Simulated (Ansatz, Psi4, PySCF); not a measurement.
C2H6N, doublet, at a GFN2-xTB geometry. Base run: R2SCAN/STO-3G (PySCF).

PySCF was given this input:
```python
from pyscf import gto, scf, dft

mol = gto.Mole()
mol.atom = '''
    C     1.231296   -0.256698   -0.096553
    C    -0.057991    0.173937    0.499408
    N    -1.201007    0.149662   -0.310170
    H     1.647232    0.488635   -0.788645
    H     1.968133   -0.422047    0.687336
    H     1.103384   -1.183652   -0.657212
    H    -0.055250    0.947582    1.249310
    H    -2.066681    0.263625    0.198966
    H    -1.229596   -0.645216   -0.935699
'''
mol.basis = 'sto-3g'
mol.charge = 0
mol.spin = 1
mol.verbose = 4
mol.build()

mf = dft.UKS(mol)
mf.xc = 'r2scan'
mf.kernel()
```

The same geometry, method and basis name were run in Ansatz (a quantum-chemistry and plane-wave program) and Psi4 and PySCF, at each program's defaults and at the settings that a row names. The base is PySCF at its defaults. Differences at the defaults can come from grids, fitting, cores and function types together.

```json
[
 {"code and settings": "PySCF, defaults (exact integrals, its default grid, spherical functions)", "ΔE vs base (µEh)": "0.0", "basis functions": "21", "E (Eh)": "-132.75311", "SCF cycles": "10", "dipole (D)": "1.15"},
 {"code and settings": "Psi4, defaults (density fitting with its default set, its default grid, spherical functions)", "ΔE vs base (µEh)": "-1109", "basis functions": "21", "E (Eh)": "-132.75422", "SCF cycles": "9", "dipole (D)": "1.15"},
 {"code and settings": "Ansatz, defaults (factorised integrals, its default grid, spherical functions)", "ΔE vs base (µEh)": "-56.4", "basis functions": "21", "E (Eh)": "-132.75317", "SCF cycles": "-", "dipole (D)": "-"},
 {"code and settings": "PySCF, density fitting with def2-universal-jkfit", "ΔE vs base (µEh)": "-1002", "basis functions": "21", "E (Eh)": "-132.75411", "SCF cycles": "10", "dipole (D)": "1.15"},
 {"code and settings": "PySCF, fine grid", "ΔE vs base (µEh)": "-48.0", "basis functions": "21", "E (Eh)": "-132.75316", "SCF cycles": "10", "dipole (D)": "1.15"},
 {"code and settings": "Psi4, exact integrals, spherical functions, fine grid", "ΔE vs base (µEh)": "-58.3", "basis functions": "21", "E (Eh)": "-132.75317", "SCF cycles": "12", "dipole (D)": "1.15"},
 {"code and settings": "Ansatz, high accuracy", "ΔE vs base (µEh)": "-54.7", "basis functions": "21", "E (Eh)": "-132.75317", "SCF cycles": "-", "dipole (D)": "-"}
]
```

Open shells are given as the SCF converged; they aren't shown to be the lowest states, and a large step between rows can be another state.
